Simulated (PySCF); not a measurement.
5-fluorocyclopenta-1,3-diene (C5H5F), SMILES FC1C=CC=C1. The structure is a stationary point at PBE-D3(BJ)/def2-SVP. The values are those of a single conformer.

Q: Give the equilibrium geometry at PBE-D3(BJ)/def2-SVP (PySCF confirms it by a frequency run) as a Z-matrix, and its point group. (The exact figures need the calculation; the answer reports its results.)

A: Several could match; the one computed here: point group Cs.
```
C
F 1 1.3841
H 1 1.1237 2 107.53
C 1 1.5122 3 106.56 2 -124.61
C 4 1.3573 1 108.14 3 -105.30
H 4 1.0976 5 128.17 1 -175.35
H 5 1.0994 4 126.25 6 -0.33
C 5 1.4795 7 124.25 4 179.62
C 8 1.3573 5 109.51 7 -179.67
H 9 1.0976 8 128.17 5 180.00
H 8 1.0994 9 126.25 10 0.33
```
